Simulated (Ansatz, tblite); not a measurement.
Cost and result up the ladder for the cluster Ga3Sb2⁺ (5 atoms). The state is a singlet with charge 1. Geometry: r2SCAN-D4/def2-SVP.

```xyz
5

Ga   -1.154   -1.499   -1.296
Ga    0.993    0.798    2.841
Ga   -0.094    0.538   -2.451
Sb   -0.995    0.784    0.646
Sb    1.251   -0.621    0.260
```

Ansatz on 4 threads of Arm Neoverse V1 on a shared host; xTB runs through tblite on one thread. Times are rough, summed over both states, and most runs start from the orbitals of an earlier one. PBE0-D4/def2-TZVP serves as the yardstick here, not as an exact answer. The other state is a quintet at its own geometry, which has other bonds, so the gap mixes isomer and spin.

In the def2 sets Sb takes a core potential; there is no spin–orbit coupling. The xTB rows come from tblite. Correlated methods freeze 35 core orbitals; core or outer-core shells of Ga, Sb are correlated, in sets that lack core-valence functions. At PBE0-D4/def2-TZVP a singlet of charge 1 lies 1.25 eV below the quintet, each at its own geometry. The structure comes from a short search, and lower isomers may exist.

Run but left out: HF/STO-3G (singlet: restricted singlet, unstable in another Hartree–Fock run and untested here); HF/def2-TZVP (singlet: restricted singlet, unstable towards broken spin symmetry).

Correlated methods converge slowly with the basis.

xTB has no spin-polarisation term.

| level | functions | wall time | quintet − singlet (eV) | difference from PBE0-D4/def2-TZVP (eV) | remarks |
| --- | --- | --- | --- | --- | --- |
| GFN1-xTB | 45 | 0.014 s | 3.22 | 1.97 | – |
| GFN2-xTB | 45 | 0.017 s | 3.44 | 2.19 | – |
| LDA (SPW92)/def2-TZVP | 244 | 8.2 s | 1.65 | 0.40 | – |
| PBE-D4/def2-TZVP | 244 | 14 s | 1.51 | 0.26 | – |
| r2SCAN-D4/def2-TZVP (with forces) | 244 | 39 s | 1.10 | -0.15 | – |
| PBE0-D4/def2-TZVP | 244 | 39 s | 1.25 | 0.00 | – |
| MP2/def2-TZVP | 244 | 46 s | 1.39 | 0.14 | restricted SCF unstable (singlet), spin-contaminated (⟨S²⟩ 6.12) (quintet) |
